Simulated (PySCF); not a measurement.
Si(Me)2 (C₂H₆Si), SMILES C[Si]C (connectivity only; charge and spin as stated), neutral, multiplicity 1. Atoms are numbered in the order given.

```xyz
9

Si     0.0000     0.0000     0.7558
C     -1.4332    -0.0119    -0.4981
H     -2.3951    -0.2944    -0.0652
H     -1.2398    -0.6190    -1.3894
H     -1.5299     1.0292    -0.8478
C      1.4332     0.0119    -0.4981
H      1.2398     0.6190    -1.3894
H      1.5299    -1.0292    -0.8478
H      2.3951     0.2944    -0.0652
```
Charge 0, spin multiplicity 1.

The structure is a stationary point at TPSSh-D3(BJ)/def2-TZVP. The isomer is the one that the SMILES or the coordinates give; other isomers of the formula were not compared.

Two levels are set side by side: PBE/pcSseg-1 (PySCF) and B3LYP/pcSseg-1 (PySCF). GIAO shifts against TMS (²⁹Si), TMS (¹H), TMS (¹³C) at the same level; non-relativistic, no solvent, atoms listed together averaged. Differences are taken from unrounded values.

| quantity | B3LYP |
|---|---|
| δ(²⁹Si) of Si1 (ppm) | 797.5 |
| δ(¹³C) of C2, C6 (ppm) | 43.1 |

Question: What does PBE give, and how far is it from B3LYP? (Estimate from the structure and the level; the computed values follow.)

Answer: 
| quantity | PBE | PBE minus B3LYP |
|---|---|---|
| δ(²⁹Si) of Si1 (ppm) | 802.9 | 5.4 |
| δ(¹³C) of C2, C6 (ppm) | 45.3 | 2.2 |

Rough cost on one machine, each run with all the roots and properties that it gave: B3LYP against PBE within a factor of 2.
